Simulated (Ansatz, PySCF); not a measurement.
Reaction R1 + 2 R2 → 3 P1, each structure at its B3LYP-D3(BJ)/def2-TZVP stationary point, reached from a drawn start (curvature not checked).
R1, BCl3 (SMILES ClB(Cl)Cl) (charge 0, multiplicity 1, Z-matrix in Å and degrees):
```
B
Cl 1 1.7452
Cl 1 1.7452 2 120.00
Cl 1 1.7453 2 120.00 3 179.98
```
P1, BClF2 (SMILES FB(F)Cl) (charge 0, multiplicity 1):
```xyz
4

B     -0.0613    -0.0822     0.0126
Cl     0.9754     1.3086    -0.2012
F     -0.0059    -0.7921     1.1178
F     -0.9082    -0.4344    -0.9292
```
R2, BF3 (SMILES FB(F)F) (charge 0, multiplicity 1):
```xyz
4

B      0.000     0.000     0.000
F      1.302    -0.186     0.049
F     -0.485     1.208    -0.187
F     -0.816    -1.023     0.138
```

P less R. No zero-point or thermal terms.

Correlated levels freeze the cores. CBS: X⁻³ extrapolation of the correlation energy, Hartree–Fock from the larger set.

Codes used: Ansatz (Gaussian basis) for Hartree–Fock, density functionals and correlated methods; PySCF for the D3/D4 terms. All values are computed, each at the level named.

The comparison value is 10.4 kJ/mol (CCSD(T)/CBS(cc-pV(T+d)Z, cc-pV(Q+d)Z)). It is a level with limits of its own, not the exact answer.

Problem. Order these levels by how close they come to the comparison value for the reaction energy, closest first: revPBE/def2-TZVPP, PBE0-D4/def2-TZVPP, BHLYP-D3(BJ)/def2-TZVPP, revPBE-D4/def2-TZVPP, PBE-D4/def2-TZVPP. Give each level's value less the comparison value.

Solution. BHLYP-D3(BJ)/def2-TZVPP (-2.0 kJ/mol), PBE0-D4/def2-TZVPP (-3.4 kJ/mol), revPBE-D4/def2-TZVPP (-5.4 kJ/mol), PBE-D4/def2-TZVPP (-6.0 kJ/mol), revPBE/def2-TZVPP (-8.9 kJ/mol)

Ansatz is a first-principles code.
